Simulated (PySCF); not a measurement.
Problem. Give a PBE0-D3(BJ)/def2-SVP geometry of `CC[O][Ge@H]([GeH3])[S]C`.

Solution. 
```xyz
19
C3H12Ge2OS angstrom
C      1.8466   -1.4596   -0.0146
C      1.7382   -0.0610   -0.5880
O      0.5127    0.1485   -1.2474
Ge    -0.8917    0.8742   -0.4153
Ge    -0.2873    2.9601    0.6774
S     -1.6645   -0.4862    1.1677
C     -2.1520   -1.9074    0.1380
H      1.0871   -1.6186    0.7661
H      1.6931   -2.2070   -0.8079
H      2.8411   -1.6264    0.4280
H      1.8979    0.6847    0.2186
H      2.5405    0.1086   -1.3276
H     -1.9168    0.9837   -1.5583
H      0.5976    3.7941   -0.2655
H      0.4808    2.6821    1.9802
H     -1.5657    3.7508    1.0045
H     -2.9647   -1.6406   -0.5522
H     -1.2946   -2.2963   -0.4284
H     -2.5105   -2.6874    0.8236
```

Any rigid rotation of these coordinates is as good. Atoms count from 1 in this order. Of the pairs four or more bonds apart, S6···H8 is among the closest relative to their van der Waals radii: 3.00 Å, 100 % of the sum of Bondi's values. Ge5 (germanium bonded to Ge and 3 H) is tetrahedral (angles from 109.1° to 110.5°). Ge4 (germanium bonded to Ge, O, S and H) is distorted tetrahedral (angles from 101.9° to 116.0°).

Bonds between heavy atoms (Å): C1–C2 1.515, C2–O3 1.407, O3–Ge4 1.786, Ge4–Ge5 2.431, Ge4–S6 2.226, S6–C7 1.822.

Computed with PBE0-D3(BJ)/def2-SVP geometry optimisation, gas phase in PySCF 2.14.0.

Point group: C1 (no symmetry element, even within 0.4 Å). Whether it is a minimum is left open (no frequencies). One conformer, not necessarily the lowest (C1–C2–O3–Ge4 94°, C2–O3–Ge4–Ge5 52°, O3–Ge4–S6–C7 -62°).
